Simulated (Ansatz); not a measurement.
Species: C9H10SSi, SMILES `Cc1ccc([SiH3])c2ccsc12` (charge 0, multiplicity 1), formula C9H10SSi.

**Question.** How many basis functions does frozen-core CCSD(T)/cc-pVDZ // B3LYP-D3(BJ)/def2-SVP (Ansatz, a quantum-chemistry and plane-wave program) use, how many core orbitals are frozen, and how many electrons are correlated?

**Answer.** 212 basis functions and 19 frozen orbitals, which leaves 56 correlated electrons. Core time is of the order of minutes.
